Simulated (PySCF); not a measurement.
Point-charge models of `CP(C)/C=C/[P@H](=S)CO` against its computed dipole.

Coordinates (GFN2-xTB, Å) and charges (e) from the PBE0/pcSseg-1 density (PySCF):

```csv
atom,x,y,z,Mulliken,IAO,Hirshfeld,ESP-fitted
C1,-3.290,-0.092,-0.773,-0.4813,-0.6098,-0.1616,-0.3550
P2,-2.182,0.752,0.449,+0.3664,+0.5441,+0.1669,-0.1493
C3,-2.058,-0.599,1.706,-0.4985,-0.6118,-0.1598,-0.2707
C4,-0.631,0.490,-0.456,-0.3444,-0.3164,-0.0802,-0.0361
C5,0.519,0.066,0.065,-0.3002,-0.4076,-0.1023,-0.1303
P6,2.006,-0.183,-0.916,+0.3776,+0.9415,+0.3075,-0.0101
S7,2.636,-2.014,-0.960,-0.3930,-0.6083,-0.3278,-0.3482
C8,3.305,0.976,-0.240,-0.0865,-0.2514,-0.0360,+0.0278
O9,3.741,0.478,0.986,-0.4398,-0.5356,-0.2225,-0.5176
H10,-3.324,0.493,-1.691,+0.1465,+0.1572,+0.0464,+0.1318
H11,-4.295,-0.137,-0.357,+0.1497,+0.1590,+0.0468,+0.1557
H12,-2.940,-1.100,-0.992,+0.1481,+0.1492,+0.0430,+0.1266
H13,-1.399,-0.289,2.514,+0.1567,+0.1593,+0.0475,+0.1095
H14,-1.686,-1.520,1.258,+0.1533,+0.1524,+0.0440,+0.0768
H15,-3.050,-0.768,2.122,+0.1537,+0.1609,+0.0493,+0.1538
H16,-0.657,0.816,-1.492,+0.1402,+0.1505,+0.0457,+0.1488
H17,0.612,-0.268,1.092,+0.1546,+0.1673,+0.0516,+0.1976
H18,1.678,0.415,-2.142,+0.0605,-0.0592,+0.0030,+0.1060
H19,2.881,1.967,-0.063,+0.1495,+0.1657,+0.0526,+0.1194
H20,4.124,1.054,-0.974,+0.1445,+0.1403,+0.0441,+0.0985
H21,4.004,-0.449,0.865,+0.2426,+0.3526,+0.1418,+0.3650
```

Problem. Compute μ = Σ q r for each scheme (1 e·Å = 4.803 D) and compare with the dipole of the full density.

Solution. The full density gives (-2.68, 2.11, -0.70) D, 3.48 D in size; dipole vectors point from the negative to the positive end.

| scheme | μx | μy | μz | size (D) | share of the full size (%) | angle to the full dipole (°) |
| --- | --- | --- | --- | --- | --- | --- |
| Mulliken | -3.59 | 3.77 | -0.97 | 5.30 | 152 | 8 |
| IAO | -3.49 | 5.09 | -1.20 | 6.29 | 181 | 17 |
| Hirshfeld | -2.74 | 2.95 | -0.10 | 4.02 | 116 | 14 |
| ESP-fitted | -2.86 | 2.23 | -0.70 | 3.69 | 106 | 1 |

Problem. Which set comes closest?

Solution. Length of the difference vector: ESP-fitted 0.22 D, Hirshfeld 1.04 D, Mulliken 1.92 D, IAO 3.13 D. Closest: ESP-fitted. 

Problem. What is left for the Hirshfeld atoms' own dipoles?

Solution. The shares of the density sum to the whole, so what Σ q r misses lies in dipoles about the nuclei. The atomic dipoles sum to (-2.68, 2.11, -0.70) − (-2.74, 2.95, -0.10) = (0.06, -0.84, -0.60) D, 1.04 D in size.

Problem. With the origin at the mean of the coordinates, (0.000, 0.004, 0.000) Å, which are the largest single terms, by size, of the IAO dipole along the direction of the full one?

Solution. S7 +8.94, C1 -7.71, O9 +7.18, P6 -6.66, H21 -5.98 D; all 21 atoms together +6.01 D. The single terms depend on the origin, their sum doesn't.

Problem. Give the size of the full dipole in other units.

Solution. 3.48 D = 1.369 au = 0.724 e·Å = 11.60 × 10⁻³⁰ C·m.

Geometry: GFN2-xTB, one conformer, isolated molecule.

Shape of the structure used: `[CH3:1][P:2]([CH3:3])/[CH:4]=[CH:5]/[P@H:6](=[S:7])[CH2:8][OH:9]`: C1–P2–C4–C5 -134°, C4–C5–P6–S7 -117°, C5–P6–C8–O9 73°, H–O9–C8–P6 52°.
